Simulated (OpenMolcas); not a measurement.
Levels of Hf2+ by method

```json
{
 "Program": "OpenMolcas 26.06",
 "Basis": "ANO-RCC-VTZP [8s7p5d3f2g1h]",
 "Scalar Hamiltonian": "DKH2, point nucleus",
 "Active space": "2 electrons in 6 orbitals (5d 6s)",
 "State averaging": "2S+1 = 3 even, 15 roots; 2S+1 = 1 even, 21 roots",
 "Spin-orbit coupling": "RASSI with atomic mean-field integrals over the reference wave functions, term energies averaged over their components"
}
```

Methods on the same reference wave functions:
A. CASSCF
B. SS-CASPT2, IPEA 0.25 Eh, imaginary shift 0.1 Eh (closed shells correlated: 5s 5p)
C. MS-CASPT2, IPEA 0.25 Eh, imaginary shift 0.1 Eh (closed shells correlated: 5s 5p)

Energies in cm-1 above 5d2 3F2.

| Level | A | B | C |
| --- | --- | --- | --- |
| 5d2 3F2 | 0.0 | 0.0 | 0.0 |
| 5d2 3F3 | 3429 | 3700 | 3640 |
| 5d 6s 3D1 | 4463 | 3720 | 3650 |
| 5d2 3F4 | 6500 | 6720 | 6650 |
| 5d 6s 3D3 | 8635 | 7890 | 7830 |
| 5d2 3P0 [72 %] | 11089 | 9460 | 9680 |
| 5d2 3P1 | 12977 | 12030 | 11970 |
| 5d2 3P2 | 14770 | 13650 | 13470 |
| 5d2 1G4 | 17094 | 15620 | 15560 |
| 6s2 1S0 [74 %] | 17560 | 13740 | 13010 |
| 5d 6s 1D2 | 23558 | 19190 | 19290 |
| 5d2 1S0 | 41226 | 31670 | 31990 |

Between B and C the level of the table that moves most is 6s2 1S0 [74 %], by 730 cm-1 (lowest in C, highest in B). Moves below CASPT2's spread within the term are not significant.

From A to B the spin-free energies of the other terms of 5d2 shown, above 3F, scale by factors of 0.73 to 0.87, as is usual when dynamic correlation screens the repulsion within a d or f shell.

The lowest spin-free term lies below A's lowest term by 0.212 hartree in B, 0.212 hartree in C.

CASPT2 does not keep the components of a term degenerate, so their means are used; among the terms shown or strongly mixed into the levels shown the widest spread is 540 cm-1 (5d2 1G, C). Over all roots computed the reference weight is 0.91 to 0.96 in B, 0.91 to 0.96 in C; the roots of lowest weight are the least certain, and an intruder state may touch them. Configurations are named by rounded mean occupations; where the s occupation lies near a half they are strongly mixed, a name can repeat and a true partner stay unpaired. A single d shell beside an s shell can misplace configurations of different d count against each other. Without dynamic correlation excited terms often stand tens of per cent too high (terms of higher spin than the ground term too low), and those without a measured partner can miss by more than the paired ones (holds for A). The CASPT2 spread within a term exceeds the gap to the next term for 5d2 1D and 5d2 3F, so the order of their levels is uncertain, and so are names and mixing where such terms share a J (holds for C). Only configurations of the active space appear. Levels that lie high or do not pair safely by name in every column are left out.

A share in square brackets marks a mixed level and gives the weight of the term that names it, the lowest over the columns.
